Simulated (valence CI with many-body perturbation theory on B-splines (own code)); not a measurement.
## Bi XXXV: magnetic and hyperfine properties of the levels

Method: configuration interaction combined with many-body perturbation theory (CI+MBPT): three valence electrons over a frozen Dirac-Fock core [Kr] 4d10, a basis of 7 s, 7 p, 7 d, 7 f, 4 g, 2 h functions for each j, with the one-electron correlation potential Σ1 (screened to all orders), the two-electron term Σ2, the three-electron term Σ3, Breit, model QED; selected single and double excitations, second order for the rest, scaled by the run's own slope (own B-spline code, finite nucleus).

The last digits are not significant, and no measured levels were compared; by estimate large intervals hold to a few tenths of a per cent, small ones and those within an open d or f shell to about a per cent. Excitations out of the core, of the other parity, are not computed and may begin above about 202 eV (a cautious bound); beyond it only levels of the ground parity were kept, without lifetimes.

A/g_I is the dipole constant over the nuclear g factor μ/I (μ in nuclear magnetons, uniformly magnetised nucleus), B/Q the quadrupole constant per barn. Both hold the static response of the core; the bare values leave it out. Large factors of s and p1/2 electrons are usually good to 5 to 10 %; those of open d and f shells near neutrality can be off by tens of per cent, and small factors of p3/2, d and f electrons come from cancelling terms and can be off by a factor of two or in sign, in half-filled shells by more. B is blank for J = 1/2, where it vanishes, and for nearly pure S terms. Energies count from the lowest level.

Levels are named by their leading jj configuration (3d3/2^4 stands for four electrons in 3d with j = 3/2), which in mixed levels can hold well under half, so a name can repeat and another be missing. Letters in brackets count levels of one name in rising energy.

```tsv
Level	E (cm⁻¹)	g	A/g_I (MHz)	A/g_I bare	B/Q (MHz/b)	B/Q bare
(4f5/2^3) J=9/2	0	0.783	7770	7510	1700	1570
(4f5/2^3) J=3/2	46296	0.724	8140	7750	-896	-817
(4f5/2^2 4f7/2) J=11/2 [a]	50047	0.972	5730	5800	2820	2540
(4f5/2^3) J=5/2	72017	0.791	7460	7190	1930	1770
(4f5/2^2 4f7/2) J=9/2	78008	1.005	5710	5870	-2930	-2680
(4f5/2^2 4f7/2) J=13/2	82870	1.058	5080	5330	5650	5080
(4f5/2^2 4f7/2) J=5/2 [a]	92936	0.923	5900	5850	-5700	-5200
(4f5/2^2 4f7/2) J=3/2 [a]	94064	1.409	1590	2490	-2240	-2090
(4f5/2^2 4f7/2) J=7/2 [a]	95297	1.020	5440	5620	-5930	-5420
(4f5/2^2 4f7/2) J=15/2	106100	1.101	4860	5210	9530	8580
(4f5/2^2 4f7/2) J=7/2 [b]	112310	1.055	4640	4840	3340	3020
(4f5/2^2 4f7/2) J=11/2 [b]	128740	1.087	4640	4940	2630	2290
(4f5/2 4f7/2^2) J=13/2 [a]	130090	0.987	5220	5280	8720	7920
(4f5/2^2 4f7/2) J=1/2	130810	0.310	15800	15000		
(4f5/2^2 4f7/2) J=3/2 [b]	131300	1.098	4880	5220	1480	1390
(4f5/2 4f7/2^2) J=9/2 [a]	132160	1.157	3890	4310	1860	1640
(4f5/2^2 4f7/2) J=5/2 [b]	134460	1.154	4420	4880	4630	4240
(4f5/2 4f7/2^2) J=9/2 [b]	149280	1.081	4770	5060	-2220	-2010
(4f5/2 4f7/2^2) J=7/2 [a]	151640	1.040	4580	4730	-5600	-5090
(4f5/2 4f7/2^2) J=15/2	151750	1.051	4780	4980	12400	11200
(4f5/2 4f7/2^2) J=11/2 [a]	157880	1.048	4620	4800	3410	3060
(4f5/2 4f7/2^2) J=3/2 [a]	162780	1.200	2360	2740	-648	-564
(4f5/2 4f7/2^2) J=5/2 [a]	173600	1.184	3310	3750	-5790	-5280
(4f5/2 4f7/2^2) J=9/2 [c]	182170	1.030	4640	4770	4530	4130
(4f5/2 4f7/2^2) J=11/2 [b]	182790	1.124	4250	4610	1420	1260
(4f5/2 4f7/2^2) J=1/2	186570	0.344	13400	12400		
(4f5/2 4f7/2^2) J=7/2 [b]	189500	1.369	1830	2650	9550	8620
(4f5/2 4f7/2^2) J=13/2 [b]	193340	1.060	4850	5090	7120	6490
(4f5/2 4f7/2^2) J=3/2 [b]	198090	1.016	5300	5450	4850	4380
(4f5/2 4f7/2^2) J=17/2	198770	1.055	4780	4990	19400	17600
(4f7/2^3) J=15/2	210100	1.044	4300	4430	11900	10800
(4f5/2 4f7/2^2) J=5/2 [b]	210420	1.013	5840	6050	-200	-155
(4f7/2^3) J=9/2	214050	1.108	3850	4120	-3060	-2770
(4f7/2^3) J=3/2	240520	1.061	4090	4250	-5980	-5410
(4f7/2^3) J=11/2	242850	1.091	4030	4270	2470	2250
(4f5/2 4f7/2^2) J=7/2 [c]	245840	1.137	4320	4730	5160	4690
(4f5/2 4f7/2^2) J=7/2 [d]	249430	0.953	4650	4560	11800	10700
(4f5/2 4f7/2^2) J=9/2 [d]	252040	1.078	4730	5020	4350	3990
(4f7/2^3) J=5/2	262550	1.125	4270	4630	8740	7890
(4f7/2^3) J=7/2	340220	1.111	3960	4260	7990	7260
```

(1) Take the isotope of mass number 207, with I = 9/2, μ = 4.0729 μN, leaving out the quadrupole term. What is the hyperfine structure of (4f5/2^3) J=3/2?

Answers

(1) From the table A = 7360 MHz. Shifts from the centre of gravity in MHz: F = 3: -60700, F = 4: -31300, F = 5: 5520, F = 6: 49700.
